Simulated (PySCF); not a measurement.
Start geometry of `[Br][Mg][CH3]` (MgMeBr) from GFN2-xTB (Å):
```
atom  x, y, z in Å
Mg1   -0.0165    0.0249   -1.1884
C2     0.0021    0.0016    0.8943
H3    -0.4394    0.9059    1.3037
H4     1.0167   -0.0723    1.2755
H5    -0.5591   -0.8447    1.2807
Br6   -0.0039   -0.0154   -3.5659
```

What comes out of this run: PBE0-D3(BJ)/def2-SVP geometry optimisation, gas phase (PySCF)?

```
atom  x, y, z in Å
Mg1    0.0044   -0.0256   -1.1954
C2    -0.0034    0.0231    0.8848
H3    -0.4553    0.9522    1.2710
H4     1.0184   -0.0393    1.2953
H5    -0.5769   -0.8197    1.3060
Br6    0.0128   -0.0907   -3.5616
```

The energy falls by 0.34 kcal/mol over 7 energy and gradient evaluations, the largest force component goes from 0.0122 to 2.8e-04 Eh/bohr, and the atoms move by 0.017 Å rms after alignment. Among the bonds, C2–H3, C2–H4 and C2–H5 change most and about equally (+0.017 Å). Bonds longer at the end by more than 0.005 Å: 3 of 5; shorter: 1. Rotational constants go from 161833, 1609, 1609 to 158923, 1617, 1617 MHz. The orientation of the end geometry is arbitrary; only internal coordinates are fixed.

The run used 79 basis functions and 35 SCF cycles in all. The run took 11 s on one thread of an Arm Neoverse V2, no GPU, shared host with 96 logical CPUs at a one-minute load of 66, and the process peaked at 0.31 GiB of memory.

Stationary, but not proved a minimum.
